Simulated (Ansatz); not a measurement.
Relaxation of Zn3H12S3, a cluster cut from zinc blende ZnS (hydrogen-capped) with RKS PBE0-D4/def2-SVP.

```sh
$ ansatz run in.yaml --threads 4 --pin off --events-out ev --progress --plain --max-ram 4787MiB
```

```yaml
crystal:
  periodic: [false, false, false]
  atoms:
    - {symbol: S, position_ang: [-1.781380, 0.898160, 0.893720]}
    - {symbol: S, position_ang: [0.903270, 0.900860, -1.789500]}
    - {symbol: S, position_ang: [0.898580, -1.793280, 0.906830]}
    - {symbol: Zn, position_ang: [-1.282110, -1.271060, 2.565240]}
    - {symbol: Zn, position_ang: [2.558320, -1.279800, -1.276800]}
    - {symbol: Zn, position_ang: [-1.267040, 2.550880, -1.272230]}
    - {symbol: H, position_ang: [-2.287750, -2.296360, 1.997670]}
    - {symbol: H, position_ang: [-0.570480, -0.556030, 3.733300]}
    - {symbol: H, position_ang: [1.986320, -2.292990, -2.290950]}
    - {symbol: H, position_ang: [3.725080, -0.562000, -0.566090]}
    - {symbol: H, position_ang: [-2.284390, 1.986830, -2.286580]}
    - {symbol: H, position_ang: [-0.566760, 3.733630, -0.569730]}
    - {symbol: H, position_ang: [-3.063380, 0.708300, 0.690590]}
    - {symbol: H, position_ang: [-1.978610, 1.823050, 1.803050]}
    - {symbol: H, position_ang: [0.686760, 0.708850, -3.069050]}
    - {symbol: H, position_ang: [1.818940, 1.817470, -1.997560]}
    - {symbol: H, position_ang: [0.691460, -3.073000, 0.703860]}
    - {symbol: H, position_ang: [1.813180, -2.003490, 1.824250]}
basis:
  gaussian: {orbitals: def2-SVP}
hamiltonian: {xc: pbe0, dispersion: d4}
scf: {lower_state_search: "off"}
output: {orbitals: {seedname: orbitals}}
relax: {f_tol: 0.02, max_steps: 100}
```

Hardware: 4 threads of Arm Neoverse V2 on a shared host. Wall time 21 s, peak host memory 0.79 GiB.

Positions (Å) and forces (eV/Å) at steps 1, 2, 4 of 4:

```xyz
18
step=1 energy=-177895.8062 eV
S    -1.781    0.898    0.894    1.226   -0.614   -0.578
S     0.903    0.901   -1.790   -0.581   -0.595    1.230
S     0.899   -1.793    0.907   -0.579    1.224   -0.592
Zn   -1.282   -1.271    2.565   -0.130   -0.155    0.278
Zn    2.558   -1.280   -1.277    0.278   -0.137   -0.136
Zn   -1.267    2.551   -1.272   -0.142    0.302   -0.146
H    -2.288   -2.296    1.998   -0.173   -0.162   -0.343
H    -0.570   -0.556    3.733    0.281    0.292    0.118
H     1.986   -2.293   -2.291   -0.344   -0.176   -0.169
H     3.725   -0.562   -0.566    0.121    0.283    0.287
H    -2.284    1.987   -2.287   -0.179   -0.360   -0.183
H    -0.567    3.734   -0.570    0.294    0.120    0.295
H    -3.063    0.708    0.691   -1.098   -0.206   -0.219
H    -1.979    1.823    1.803   -0.107    0.801    0.796
H     0.687    0.709   -3.069   -0.225   -0.212   -1.093
H     1.819    1.817   -1.998    0.792    0.790   -0.115
H     0.691   -3.073    0.704   -0.221   -1.082   -0.216
H     1.813   -2.003    1.824    0.788   -0.113    0.787
18
step=2 energy=-177896.0537 eV
S    -1.736    0.872    0.869    0.428   -0.201   -0.192
S     0.863    0.868   -1.742   -0.184   -0.203    0.409
S     0.864   -1.737    0.865   -0.192    0.426   -0.190
Zn   -1.302   -1.294    2.609   -0.062   -0.067    0.096
Zn    2.605   -1.301   -1.302    0.094   -0.064   -0.053
Zn   -1.296    2.599   -1.297   -0.064    0.130   -0.069
H    -2.291   -2.291    1.913    0.013    0.010   -0.031
H    -0.517   -0.498    3.707    0.024    0.025   -0.032
H     1.906   -2.295   -2.292   -0.032    0.011    0.003
H     3.703   -0.510   -0.514   -0.028    0.024    0.024
H    -2.289    1.903   -2.292    0.010   -0.038    0.020
H    -0.514    3.709   -0.512    0.025   -0.042    0.018
H    -3.041    0.688    0.658   -0.404   -0.047   -0.043
H    -1.913    1.792    1.821   -0.075    0.277    0.266
H     0.687    0.657   -3.049   -0.046   -0.037   -0.381
H     1.808    1.797   -1.914    0.270    0.269   -0.074
H     0.655   -3.043    0.677   -0.044   -0.397   -0.045
H     1.807   -1.917    1.795    0.269   -0.077    0.272
18
step=4 energy=-177896.0864 eV
S    -1.787    0.899    0.896    0.017   -0.010   -0.010
S     0.897    0.895   -1.789   -0.008   -0.010    0.017
S     0.894   -1.788    0.897   -0.011    0.017   -0.009
Zn   -1.323   -1.319    2.650   -0.003   -0.003    0.007
Zn    2.647   -1.327   -1.321    0.007   -0.004   -0.002
Zn   -1.321    2.646   -1.326   -0.002    0.008   -0.002
H    -2.305   -2.301    1.924    0.007    0.005    0.000
H    -0.512   -0.507    3.716   -0.003   -0.001   -0.007
H     1.918   -2.309   -2.300    0.000    0.008    0.004
H     3.715   -0.516   -0.511   -0.007   -0.002   -0.002
H    -2.301    1.916   -2.307    0.005    0.000    0.008
H    -0.512    3.715   -0.516   -0.002   -0.007   -0.004
H    -3.108    0.708    0.695   -0.007   -0.001    0.004
H    -1.973    1.842    1.844   -0.004    0.006    0.001
H     0.701    0.694   -3.110    0.001    0.003   -0.007
H     1.841    1.841   -1.979    0.004    0.002   -0.004
H     0.686   -3.107    0.699    0.004   -0.007    0.000
H     1.842   -1.984    1.838    0.002   -0.003    0.005
```
